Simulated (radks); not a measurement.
Task: All-electron atom: the indium ion In3+ in [Kr] 4d9 5p1 (not the ground configuration). Method: Dirac Kohn-Sham, PW91, spin-unpolarised, spherical densities, point nucleus; open shells fill j = l - 1/2 first; computed with a radial shooting solver on a logarithmic mesh with Libxc functionals. Some entries of the table are withheld. Estimate them.

orbital  occ.  eigenvalue (eV)  <1/r> (bohr^-1)
1s1/2       2        -27778.05            51.86
2s1/2       2        -4190.284            12.00
2p1/2       2        -3910.495            11.98
2p3/2       4        -3699.528            11.19
3s1/2       2        -825.6003              (1)
3p1/2       2              (2)            4.136
3p3/2       4              (3)            3.942
3d3/2       4        -474.8035            3.786
3d5/2       6        -466.9930            3.736
4s1/2       2              (4)            1.651
4p1/2       2        -119.2940            1.536
4p3/2       4        -112.5161            1.475
4d3/2       4              (5)              (6)
4d5/2       5              (7)              (8)
5p1/2       1         -27.5350           0.5205
5p3/2       0         -26.7074           0.5047

Result: 
(1) 3s1/2 <1/r> (bohr^-1): 4.228
(2) 3p1/2 eigenvalue (eV): -712.6862
(3) 3p3/2 eigenvalue (eV): -674.5707
(4) 4s1/2 eigenvalue (eV): -156.3829
(5) 4d3/2 eigenvalue (eV): -54.5159
(6) 4d3/2 <1/r> (bohr^-1): 1.196
(7) 4d5/2 eigenvalue (eV): -53.5772
(8) 4d5/2 <1/r> (bohr^-1): 1.181
